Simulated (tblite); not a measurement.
Species: C₇H₂F₂N (doublet state).
SMILES: `C1(C(C(C#N)=[C]C=1F)=C)F`

Calculated harmonic vibrations of the isolated species, GFN2-xTB (tblite), most abundant isotopes, no scaling. This tight-binding method is rough: wavenumbers can miss measured ones by several per cent, in bad cases by 10 to 20. Open shells enter through the occupations alone, without spin polarisation, and single modes of such species can be off by tens of per cent.

Harmonic wavenumbers (cm⁻¹): 87.5, 122.1, 137.1, 238.3, 264.1, 268.4, 297.3, 432.6, 456.4, 461.2, 506.8, 520.9, 612.1, 620.7, 673.8, 741.1, 831.8, 917.3, 1013.5, 1074.7, 1163.9, 1247.3, 1319.5, 1367.7, 1569.9, 1637.8, 1669.2, 2357.0, 3091.5, 3133.5.

A = 2477, B = 1018, C = 721.6 MHz; mass 138.016 u (most abundant isotopes); point group Cs, symmetry number 1; spin multiplicity 2.

Zero-point energy?

½Σν̃ = 14418 cm⁻¹ = 41.22 kcal/mol.

Entropy at 500 K, 1 bar (ideal gas, RRHO, classical rotation)?

Translation 43.27, rotation 31.10, vibration 37.83, spin (R ln 2) 1.38: S = 113.6 cal/(mol K).

And Cp and H(500 K) − H(0)?

Cp = 44.50 cal/(mol K), of which vibrations give 36.56 (their classical limit is 30 R = 59.6); H(500 K) − H(0) = 14.06 kcal/mol without the zero-point energy, 10.09 from vibrations.

How do the functions run with temperature in this model?

```json
{"T (K)": "50", "S (cal/(mol K))": "58.6", "Cp (cal/(mol K))": "10.8", "H − H(0) (kcal/mol)": "0.44", "G − H(0) (kcal/mol)": "-2.49", "ln q(vib)": "0.14"}
{"T (K)": "100", "S (cal/(mol K))": "67.6", "Cp (cal/(mol K))": "15.9", "H − H(0) (kcal/mol)": "1.11", "G − H(0) (kcal/mol)": "-5.65", "ln q(vib)": "0.77"}
{"T (K)": "298.15", "S (cal/(mol K))": "93.5", "Cp (cal/(mol K))": "33.4", "H − H(0) (kcal/mol)": "6.11", "G − H(0) (kcal/mol)": "-21.75", "ln q(vib)": "4.67"}
{"T (K)": "373.15", "S (cal/(mol K))": "101.5", "Cp (cal/(mol K))": "38.2", "H − H(0) (kcal/mol)": "8.80", "G − H(0) (kcal/mol)": "-29.07", "ln q(vib)": "6.25"}
{"T (K)": "750", "S (cal/(mol K))": "133.3", "Cp (cal/(mol K))": "52.5", "H − H(0) (kcal/mol)": "26.28", "G − H(0) (kcal/mol)": "-73.69", "ln q(vib)": "13.70"}
{"T (K)": "1000", "S (cal/(mol K))": "149.1", "Cp (cal/(mol K))": "57.1", "H − H(0) (kcal/mol)": "40.03", "G − H(0) (kcal/mol)": "-109.05", "ln q(vib)": "17.99"}
```

q(vib) and H(0) count from the zero-point level.

What must be added to the electronic energy to get the Gibbs energy at 500 K and 1 bar?

ZPE + [H(500 K) − H(0)] − T·S = 41.22 + 14.06 − 56.79 = -1.51 kcal/mol.

Hindered rotation and anharmonicity are outside this model.
